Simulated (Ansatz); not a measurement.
Gas-phase reaction R1 + R2 → P1 + P2, each structure at its B3LYP-D3(BJ)/def2-TZVP stationary point, reached from a drawn start (curvature not checked).
P1: F atom, charge 0, multiplicity 2.
R1: H atom, charge 0, multiplicity 2.
P2: SiH4 (SMILES [SiH4]), charge 0, multiplicity 1.
R2: FH3Si (SMILES F[SiH3]), charge 0, multiplicity 1.

P less R. No zero-point or thermal terms; singlets are restricted closed shells; open shells are unrestricted; no spin–orbit coupling.

Correlated levels freeze the cores.

Codes used: Ansatz (a quantum-chemistry and plane-wave program). Each number belongs to the level named beside it.

**Question.** One of these levels gives 234.9 kJ/mol for the reaction energy. Which one is it?
(A) BHLYP/def2-TZVPP
(B) MP2/cc-pV(Q+d)Z
(C) BLYP/def2-TZVPP
(D) CCSD/cc-pV(D+d)Z

**Answer.** C, BLYP/def2-TZVPP. The others give 202.0 (BHLYP/def2-TZVPP), 280.5 (MP2/cc-pV(Q+d)Z), 175.2 (CCSD/cc-pV(D+d)Z)
